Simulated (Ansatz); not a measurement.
Compare A (`O[SiH2][CH2][SnH3]`) with its isomer B (`O[CH]([SiH3])[SnH3]`).

Calculated with Ansatz (gas phase, PBE0-D4/def2-TZVP geometries, no zero-point term in ΔE). CCSD(T)/CBS adds triple-zeta CCSD(T) − MP2 to the extrapolated MP2 energy (def2 sets, frozen cores). Functionals use def2-TZVPP. B3LYP here is the variant with VWN-RPA as its local correlation; programs differ in this. def2 core potentials past Kr. For Sn outer-core shells are correlated without core-valence functions, which leaves a few kJ/mol of doubt a bond. Each species was taken in one conformer, which may not be the lowest.

A:

```xyz
12

O     0.218   -1.134    1.937
Si   -0.018    0.441    1.505
C     0.629    0.790   -0.203
Sn   -0.299   -0.429   -1.708
H    -0.232   -1.803    1.418
H    -1.469    0.789    1.531
H     0.696    1.227    2.541
H     0.448    1.834   -0.473
H     1.707    0.612   -0.247
H    -0.824   -1.898   -0.993
H    -1.662    0.371   -2.353
H     0.805   -0.799   -2.956
```

B:

Z-matrix (Å, degrees):
```
C
Si 1 1.879
Sn 1 2.183 2 111.0
O 1 1.423 2 108.6 3 -122.6
H 1 1.100 2 108.0 3 116.2
H 2 1.486 1 110.3 3 61.2
H 2 1.489 1 107.1 3 -57.3
H 2 1.487 1 111.8 3 -177.1
H 3 1.714 1 105.1 2 -160.8
H 3 1.706 1 111.1 2 -42.8
H 3 1.709 1 111.9 2 80.3
H 4 0.961 1 109.3 2 -177.2
```

Question: Which isomer does CCSD(T)/CBS put lower? Give the gap. (An estimate is asked.)

Answer: The calculation gave: A, by 224.4 kJ/mol.

Question: Give E(B) − E(A) in kJ/mol with CCSD/def2-TZVPP, ωB97M-V, B3LYP, CCSD(T)/def2-TZVPP, PBE0-D4, B3LYP-D4, r2SCAN-D4. (Estimate.)

Answer: Ansatz gave: CCSD/def2-TZVPP 224.2, ωB97M-V 220.2, B3LYP 214.0, CCSD(T)/def2-TZVPP 222.0, PBE0-D4 213.2, B3LYP-D4 213.7, r2SCAN-D4 219.2. None reverses the order clearly.

Largest T1 diagnostic: 0.013.

From PBE to PBE0 (25 % exact exchange), in def2-TZVPP and without D4, E(B) − E(A) moves by +10.7 kJ/mol.
